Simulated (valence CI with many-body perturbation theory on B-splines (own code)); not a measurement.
Level structure of In XVII

Calculated by relativistic CI+MBPT: five valence electrons over a frozen Dirac-Fock core [Ar] 3d10, a basis of 11 s, 11 p, 10 d, 8 f, 5 g, 2 h functions for each j, with the one-electron correlation potential Σ1, the two-electron term Σ2, the three-electron term Σ3, Breit, model QED; selected CI, second order for the rest, scaled by the run's own slope (own B-spline code, finite nucleus).

No measured spectrum was set against this ion. As an estimate, levels hold to about 250 cm⁻¹ or 0.2 % of their energy and the worst to 1 %, as in measured heavy ions of charge 2 to 7; those with d or f electrons hold less well. Among the levels kept, up to 2200 cm⁻¹ of a level comes from second order outside the variational space, and about a tenth of that is noise between levels of different J, which matters for small intervals.

Levels 1 to 45 of 168, with energies above the lowest level, 4s2 4p3 4S°_3/2. "Leading %" is the weight of the configuration and term that name the level; weights of strongly mixed levels are sums over their largest components and can fall short.

| No. | Configuration | Term | J | E (cm⁻¹) | Leading % | g | Second component |
| --- | --- | --- | --- | --- | --- | --- | --- |
| 1 | 4s2 4p3 | 4S° | 3/2 | 0 | 54 | 1.616 | 29 % 4s2 4p3 2P° |
| 2 | 4s2 4p3 | 2D° | 3/2 | 58019 | 56 | 1.263 | 35 % 4s2 4p3 4S° |
| 3 | 4s2 4p3 | 2D° | 5/2 | 77056 | 98 | 1.199 |  |
| 4 | 4s2 4p3 | 2P° | 1/2 | 104780 | 97 | 0.664 |  |
| 5 | 4s2 4p3 | 2P° | 3/2 | 160170 | 61 | 1.253 | 27 % 4s2 4p3 2D° |
| 6 | 4s 4p4 | 4P | 5/2 | 374210 | 83 | 1.556 | 10 % 4s 4p4 2D |
| 7 | 4s 4p4 | 4P | 3/2 | 414320 | 73 | 1.577 | 12 % 4s 4p4 2D |
| 8 | 4s 4p4 | 4P | 1/2 | 419830 | 72 | 2.512 | 21 % 4s 4p4 2S |
| 9 | 4s 4p4 | 2D | 3/2 | 464320 | 58 | 1.043 | 18 % 4s 4p4 4P |
| 10 | 4s 4p4 | 2D | 5/2 | 482860 | 76 | 1.242 | 10 % 4s 4p4 4P |
| 11 | 4s 4p4 | 2S | 1/2 | 521400 | 37 | 1.514 | 34 % 4s 4p4 2P |
| 12 | 4s 4p4 | 2P | 3/2 | 530210 | 50 | 1.214 | 22 % 4s2 4p2 4d 2P |
| 13 | 4s2 4p2 4d | 4F | 3/2 | 553890 | 64 | 0.627 | 12 % 4s2 4p2 4d 2D |
| 14 | 4s2 4p2 4d | 4F | 5/2 | 572470 | 48 | 1.147 | 28 % 4s2 4p2 4d 4D |
| 15 | 4s 4p4 | 2S | 1/2 | 592290 | 26 | 1.040 | 22 % 4s 4p4 2P |
| 16 | 4s2 4p2 4d | 2F | 5/2 | 600320 | 61 | 0.945 | 30 % 4s2 4p2 4d 4F |
| 17 | 4s2 4p2 4d | 4F | 7/2 | 609210 | 79 | 1.229 | 10 % 4s2 4p2 4d 4D |
| 18 | 4s2 4p2 4d | 4D | 3/2 | 613230 | 59 | 1.053 | 21 % 4s2 4p2 4d 4F |
| 19 | 4s2 4p2 4d | 4D | 1/2 | 614200 | 69 | 0.319 | 19 % 4s 4p4 2P |
| 20 | 4s2 4p2 4d | 2F | 7/2 | 615360 | 48 | 1.236 | 40 % 4s2 4p2 4d 4D |
| 21 | 4s2 4p2 4d | 4F | 9/2 | 629490 | 67 | 1.262 | 31 % 4s2 4p2 4d 2G |
| 22 | 4s2 4p2 4d | 4D | 5/2 | 636720 | 43 | 1.191 | 27 % 4s2 4p2 4d 2F |
| 23 | 4s2 4p2 4d | 2P | 3/2 | 650010 | 51 | 1.239 | 17 % 4s2 4p2 4d 4D |
| 24 | 4s2 4p2 4d | 2G | 7/2 | 666940 | 58 | 1.053 | 17 % 4s2 4p2 4d 4D |
| 25 | 4s2 4p2 4d | 4P | 5/2 | 675740 | 61 | 1.473 | 18 % 4s2 4p2 4d 2D |
| 26 | 4s2 4p2 4d | 4P | 3/2 | 681500 | 49 | 1.435 | 26 % 4s2 4p2 4d 2P |
| 27 | 4s2 4p2 4d | 4P | 1/2 | 683030 | 45 | 1.953 | 24 % 4s2 4p2 4d 2P |
| 28 | 4s2 4p2 4d | 2F | 7/2 | 692880 | 48 | 1.189 | 30 % 4s2 4p2 4d 4D |
| 29 | 4s2 4p2 4d | 2D | 3/2 | 698690 | 71 | 0.945 | 13 % 4s2 4p2 4d 4P |
| 30 | 4s2 4p2 4d | 2G | 9/2 | 704060 | 67 | 1.181 | 31 % 4s2 4p2 4d 4F |
| 31 | 4s2 4p2 4d | 2P | 1/2 | 710220 | 51 | 1.109 | 21 % 4s2 4p2 4d 4P |
| 32 | 4s2 4p2 4d | 2D | 5/2 | 716050 | 70 | 1.128 | 22 % 4s2 4p2 4d 2F |
| 33 | 4s2 4p2 4d | 2P | 1/2 | 733430 | 75 | 0.980 | 14 % 4s2 4p2 4d 2S |
| 34 | 4s2 4p2 4d | 2D | 3/2 | 737610 | 58 | 1.031 | 18 % 4s2 4p2 4d 4P |
| 35 | 4s2 4p2 4d | 2D | 5/2 | 745420 | 37 | 1.129 | 23 % 4s2 4p2 4d 2F |
| 36 | 4s2 4p2 4d | 2D | 5/2 | 758130 | 86 | 1.201 | 7 % 4s2 4p2 4d 4D |
| 37 | 4s2 4p2 4d | 2F | 7/2 | 770860 | 89 | 1.130 | 5 % 4s2 4p2 4d 2G |
| 38 | 4s2 4p2 4d | 2S | 1/2 | 776370 | 52 | 1.903 | 18 % 4s2 4p2 4d 4P |
| 39 | 4s2 4p2 4d | 2P | 3/2 | 777390 | 64 | 1.216 | 18 % 4s2 4p2 4d 2D |
| 40 | 4s2 4p2 4d | 2D | 3/2 | 806550 | 84 | 0.877 | 6 % 4s2 4p2 4d 2P |
| 41 | 4s2 4p2 4d | 2D | 5/2 | 815470 | 57 | 1.095 | 34 % 4s2 4p2 4d 2F |
| 42 | 4p5 | 2P° | 3/2 | 845840 | 73 | 1.332 | 21 % 4s 4p3 4d 2P° |
| 43 | 4s 4p3 4d | 6D° | 1/2 | 884430 | 86 | 3.193 | 10 % 4s 4p3 4d 4P° |
| 44 | 4s 4p3 4d | 6D° | 3/2 | 886070 | 85 | 1.793 | 6 % 4s 4p3 4d 4P° |
| 45 | 4s 4p3 4d | 6D° | 5/2 | 886660 | 80 | 1.578 | 7 % 4s 4p3 4d 4D° |

Names give the largest LS component (configuration and term), which can be under half, so a name can repeat, a term be missing and a line seem to break the LS rules; names also repeat where a configuration has a term twice.

The ionisation energy to 4s2 4p2 3P_0 of the next ion comes out as 426.51 eV (NIST: 425 ± 3 eV (theoretical)). All 168 levels together are meant to be complete up to 1351500 cm⁻¹.
